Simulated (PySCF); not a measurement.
Input file for PySCF: R-MP2/6-31G* on CH8SSi (a complex), monomers drawn apart or pushed together.

```python
from pyscf import gto, scf, dft, mp
from pyscf.data.elements import chemcore

mol = gto.M(
    atom='''
    Si   -0.24613738    0.04687569    0.49853634
    H     0.04355055    0.15977475   -0.95264155
    H     0.70713302   -0.91810712    1.09116522
    H    -1.63420295   -0.42679459    0.67625395
    H    -0.06512832    1.37535047    1.12299427
    C     1.10342276    0.53061141    4.69827520
    S    -0.58038681   -0.16146687    4.63496720
    H     1.68496184    0.22744379    3.83018639
    H     0.98622635    1.61262830    4.68172171
    H     1.61285137    0.24459149    5.61574713
    H    -0.22841696   -1.45731495    4.63905161
    ''',
    basis='6-31g*',
    cart=True,
    charge=0, spin=0, verbose=3, max_memory=1800)
mf = scf.RHF(mol)
mf.conv_tol = 1e-8
mf.max_cycle = 100
mf.kernel()
if not mf.converged:
    mf = mf.newton().run(mf.mo_coeff, mf.mo_occ)
pt = mp.MP2(mf, frozen=chemcore(mol)).run()
```

Output:

```
converged SCF energy = -728.925605006541
E(RMP2) = -729.261434729782  E_corr = -0.335829723241015
E(SCS-RMP2) = -729.271192395174  E_corr = -0.345587388632785
```

The run converged.

Cost: roughly 0.5 core-seconds.
